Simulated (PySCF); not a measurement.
PySCF 2.14 output of a UHF calculation on a single atom or ion in aug-cc-pVDZ, with no relativity, point nucleus:

```
SCF conv_tol = 1e-09
number electrons alpha = 4  beta = 2
cycle= 1 E= -37.1337134036753  delta_E= -0.00299  |g|= 0.0196  |ddm|= 0.0559
cycle= 2 E= -37.133955520841  delta_E= -0.000242  |g|= 0.00568  |ddm|= 0.0153
cycle= 3 E= -37.1339793725268  delta_E= -2.39e-05  |g|= 0.000222  |ddm|= 0.00637
cycle= 4 E= -37.133979426905  delta_E= -5.44e-08  |g|= 2.03e-05  |ddm|= 0.000494
cycle= 5 E= -37.1339794274182  delta_E= -5.13e-10  |g|= 5.44e-06  |ddm|= 0.000103
converged SCF energy = -37.1339794274182  <S^2> = 2.0043454  2S+1 = 3.0028955
```

The run itself started from symmetry-adapted Hartree-Fock orbitals and held the occupation by maximum overlap, so the iterations belong to that start.

Problem. Which element, charge and spin multiplicity is this?

Solution. C (carbon, neutral), multiplicity 3; the state was [He] 2s2 2p1 3d1, one real determinant (an excited configuration).

⟨L²⟩ = 8.01 against 12 for a pure F term, so this real determinant mixes terms. The outer electron is Rydberg-like, and this basis confines it to a smaller radius and binds it less than a complete one would. At UHF the highest occupied level has a positive energy, so only the finite basis holds that electron; for this excited configuration the basis is too tight for the outer shell.
